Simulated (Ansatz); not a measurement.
**A relaxation, step by step**

SiH3ClOF2, singlet, PBE0-D4/def2-TZVP (Ansatz 0.2.0). Settings:

```yaml
hamiltonian: {xc: pbe0, dispersion: d4}
relax: {f_tol: 0.005, max_steps: 200}
```

Start, a step off a saddle point along its unstable mode:

```csv
atom,x (Å),y (Å),z (Å)
Si1,-0.5283,0.3493,-0.3046
O2,0.5697,-0.9064,0.4822
F3,-0.9304,-0.8758,-1.3068
F4,0.2174,1.2060,-1.4166
H5,-1.8770,0.6162,0.2076
H6,1.0658,-0.4034,1.0506
Cl7,0.3917,1.5172,1.3323
H8,1.0910,-1.5031,-0.0447
```

```tsv
step	energy less the last (meV)	largest force component (eV/Å)
1	784.8	2.893
3	567.3	0.411
5	550.6	0.161
7	543.5	0.187
9	532.9	0.402
11	485.5	1.181
13	341.7	1.357
15	152.6	0.663
17	60.8	0.918
19	14.7	0.109
21	10.1	0.155
23	4.5	0.096
25	2.0	0.023
27	1.0	0.012
29	0.3	0.056
31	0.0	0.008
32	0.0	0.004
```

Step 7, positions (Å) and forces (eV/Å):

```csv
atom,x,y,z,Fx,Fy,Fz
Si1,-0.544,0.386,-0.273,0.114,-0.018,-0.047
O2,0.657,-0.873,0.473,0.051,-0.053,0.007
F3,-0.914,-0.918,-1.187,-0.019,-0.048,-0.044
F4,0.211,1.217,-1.399,0.031,-0.001,0.016
H5,-1.929,0.704,0.054,-0.187,0.091,0.067
H6,1.344,-0.480,1.032,0.021,0.004,0.004
Cl7,0.226,1.557,1.401,-0.022,0.016,-0.005
H8,0.948,-1.594,-0.100,0.011,0.009,0.002
```

Step 25, positions (Å) and forces (eV/Å):

```json
{"atom": "Si1", "x": "-0.978", "y": "0.709", "z": "-0.229", "Fx": "0.022", "Fy": "-0.023", "Fz": "-0.009"}
{"atom": "O2", "x": "1.466", "y": "-1.098", "z": "0.613", "Fx": "0.004", "Fy": "0.001", "Fz": "0.009"}
{"atom": "F3", "x": "-1.269", "y": "-0.829", "z": "-0.450", "Fx": "-0.014", "Fy": "0.017", "Fz": "-0.002"}
{"atom": "F4", "x": "0.337", "y": "1.085", "z": "-1.024", "Fx": "-0.014", "Fy": "0.014", "Fz": "0.004"}
{"atom": "H5", "x": "-2.092", "y": "1.473", "z": "-0.801", "Fx": "0.008", "Fy": "-0.009", "Fz": "-0.004"}
{"atom": "H6", "x": "2.126", "y": "-0.637", "z": "0.088", "Fx": "-0.002", "Fy": "-0.006", "Fz": "-0.013"}
{"atom": "Cl7", "x": "-0.778", "y": "1.138", "z": "1.727", "Fx": "-0.004", "Fy": "0.003", "Fz": "0.010"}
{"atom": "H8", "x": "1.187", "y": "-1.842", "z": "0.074", "Fx": "0.000", "Fy": "0.003", "Fz": "0.004"}
```

Step 27, positions (Å) and forces (eV/Å):

| atom | x | y | z | Fx | Fy | Fz |
| --- | --- | --- | --- | --- | --- | --- |
| Si1 | -0.974 | 0.710 | -0.228 | 0.005 | 0.003 | 0.001 |
| O2 | 1.480 | -1.084 | 0.613 | 0.006 | -0.006 | -0.012 |
| F3 | -1.256 | -0.827 | -0.460 | 0.000 | -0.002 | 0.000 |
| F4 | 0.341 | 1.102 | -1.013 | -0.001 | 0.004 | 0.001 |
| H5 | -2.090 | 1.469 | -0.804 | 0.002 | -0.002 | 0.000 |
| H6 | 2.120 | -0.652 | 0.042 | -0.008 | -0.005 | -0.001 |
| Cl7 | -0.791 | 1.128 | 1.733 | -0.004 | -0.001 | 0.000 |
| H8 | 1.170 | -1.845 | 0.117 | 0.001 | 0.008 | 0.012 |

Last step (32):

```
8
angstrom
Si -0.9670 0.7154 -0.2261
O 1.5160 -1.0602 0.6112
F -1.2202 -0.8238 -0.4826
F 0.3552 1.1367 -0.9840
H -2.0840 1.4636 -0.8117
H 2.0772 -0.6805 -0.0694
Cl -0.8234 1.1040 1.7432
H 1.1461 -1.8552 0.2193
```

Hardware: 4 CPU threads of an Intel Xeon Platinum 8259CL, shared host. Wall time about 98 s.
